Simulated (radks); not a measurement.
The numbers below are computed, except where a source is named.
All-electron atom: Al3+ in [He] 2s1.5 2p6 3p0.5 (fractional occupations, a model configuration). Code: a radial shooting solver on a logarithmic mesh with Libxc functionals. Model: scalar-relativistic Kohn-Sham, LDA (Slater exchange, Perdew-Wang correlation), spin-polarised, spherical densities, point nucleus; open shells are filled with parallel spins first.

Normalised radial functions P(r) = r R(r), r in bohr:

r         1s up
0.01442  1.0903
0.01833  1.3162
0.0233   1.5674
0.02963  1.8346
0.03766  2.1008
0.04788  2.3401
0.06086  2.5175
0.07737  2.5919
0.09836  2.5250
0.125    2.2948
0.159    1.9113
0.2005   1.4438
0.2548   0.9446
0.324    0.5211
0.4118   0.2322
0.5236   0.0791
0.6656   0.0193
0.8461   0.0031
1.076    0.0003
1.367    0.0000
1.738    0.0000
2.21     0.0000
2.809    0.0000
3.571    0.0000
4.54     0.0000
5.771    0.0000
7.337    0.0000

1s up: eigenvalue -1553.1 eV, 0 radial nodes, <r> = 0.121 bohr, 90 % of the charge inside 0.216 bohr.
